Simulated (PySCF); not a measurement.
**Ta²⁹⁺: ionisation energy**

Ta²⁹⁺ [Kr] 4d8 [4d3/2^4 4d5/2^4, M_J = 4] → Ta³⁰⁺ [Kr] 4d7 [4d3/2^4 4d5/2^3, M_J = 9/2], as a difference of total energies. Calculation: PySCF 2.14, in an even-tempered Gaussian basis (17 s from 2.6 bohr⁻², ratio 2.8; 14 p from 3.4 bohr⁻², ratio 2.8; 9 d from 3.4 bohr⁻², ratio 2.8; 3 f from 16 bohr⁻², ratio 3); the two-component X2C-1e Hamiltonian. Correlated levels: [Ar] 3d10 frozen; the 92 highest virtual spinors dropped. "Screened" scales the spin-orbit matrix elements by Boettger's factors to mimic the two-electron term; Breit and QED terms are absent.

```tsv
method	ionisation energy (eV)
GHF (spin-free)	1163.7
GMP2 (spin-free)	1164.1
GHF (screened spin-orbit)	1158.4
GMP2 (screened spin-orbit)	1158.8
```

Breit and QED terms and the two-electron picture change are absent.

The spin-free rows relax to the high-spin LS determinant and lack the spin-orbit shift.

The labels give the starting determinants; with spin-orbit coupling the two ends relaxed to ⟨J²⟩ = 20.00, ⟨L²⟩ = 12.90, ⟨S²⟩ = 1.87 and ⟨J²⟩ = 24.75, ⟨L²⟩ = 15.30, ⟨S²⟩ = 2.76.

For comparison: 1160 ± 4 eV (theoretical estimate listed by NIST; NIST Atomic Spectra Database, ionization energies).
